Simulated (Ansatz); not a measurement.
Ti₂Te₃. The state is a quintet with charge 0. Geometry PBE-D4/def2-SVP; atoms count from 1.

```xyz
5

Ti   -0.0612    0.8345   -0.7428
Ti    0.0612   -0.8345    0.7428
Te    1.6783    1.2488    1.2646
Te   -2.3739    0.2806    0.5109
Te    0.6956   -1.5294   -1.7755
```

In the def2 sets Te takes a core potential; there is no spin–orbit coupling. At PBE0-D4/def2-TZVP a broken-symmetry singlet of charge 0 lies 1.04 eV below the quintet, each at its own geometry. The structure comes from a short search, and lower isomers may exist.

Question: Estimate the Mulliken populations from the PBE0/def2-TZVP orbitals of Ansatz.

Answer: 
| atom | charge (e) | spin (α − β) | d electrons |
| --- | --- | --- | --- |
| Ti1 | 0.46 | 1.40 | 2.66 |
| Ti2 | 0.46 | 1.40 | 2.66 |
| Te3 | -0.31 | 0.40 | – |
| Te4 | -0.31 | 0.40 | – |
| Te5 | -0.31 | 0.40 | – |
Mulliken values and Mayer orders depend strongly on the basis.

Question: Where does the spin sit?

Answer: Summed by element: Ti 2.80, Te 1.20, of 4 unpaired in all. Largest on single atoms: Ti1 1.40, Ti2 1.40, Te3 0.40.

Question: And the Mayer bond orders between bonded heavy atoms (over 0.3)?

Answer: Ti1–Ti2 1.59 (2.24 Å); Ti1–Te3 1.00 (2.69 Å); Ti1–Te4 1.00 (2.69 Å); Ti1–Te5 1.00 (2.69 Å); Ti2–Te3 1.00 (2.69 Å); Ti2–Te4 1.00 (2.69 Å); Ti2–Te5 1.00 (2.69 Å).
